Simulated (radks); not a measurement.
Q: The table gives one normalised radial function P(r) = r R(r) (large component) of Ce2+ in [Xe] 4f2 (r in bohr). Calculated with a radial shooting solver on a logarithmic mesh with Libxc functionals: Dirac Kohn-Sham, revPBE, spin-unpolarised, spherical densities, finite nucleus; open shells fill j = l - 1/2 first; Fermi nuclear charge, rms radius 4.8771 fm.

| r | P |
|---|---|
| 0.004043 | 0.0062 |
| 0.00535 | 0.0103 |
| 0.007078 | 0.0169 |
| 0.009365 | 0.0274 |
| 0.01239 | 0.0432 |
| 0.0164 | 0.0662 |
| 0.02169 | 0.0975 |
| 0.0287 | 0.1356 |
| 0.03798 | 0.1740 |
| 0.05025 | 0.1980 |
| 0.06649 | 0.1836 |
| 0.08797 | 0.1057 |
| 0.1164 | -0.0401 |
| 0.154 | -0.2075 |
| 0.2038 | -0.2898 |
| 0.2696 | -0.1770 |
| 0.3567 | 0.1210 |
| 0.472 | 0.3994 |
| 0.6245 | 0.3802 |
| 0.8264 | -0.0105 |
| 1.093 | -0.5286 |
| 1.447 | -0.8392 |
| 1.914 | -0.7924 |
| 2.533 | -0.5070 |
| 3.351 | -0.2218 |
| 4.434 | -0.0633 |
| 5.867 | -0.0102 |

Which n and l does it have? It may be an empty orbital.

A: n = 5, l = 1: the number of nodes gives n - l - 1 = 3, the rise at small r points to l (this Dirac orbital starts outside the nucleus as r^gamma with gamma = sqrt((l + 1)^2 - (Z/c)^2) = 1.95; the j = 3/2 orbital of l + 1 starts with the same power, but with a smaller coefficient, and then steepens), and the extent must fit the shell. The curve is that of 5p3/2; the two j differ most near the nucleus, where j = l - 1/2 has the larger amplitude, and in heavy atoms j = l - 1/2 is also the more compact. 5p3/2: eigenvalue -32.373 eV, 3 radial nodes at r = 0.109, 0.322, 0.822 bohr, <r> = 1.82 bohr, 90 % of the charge inside 2.65 bohr.
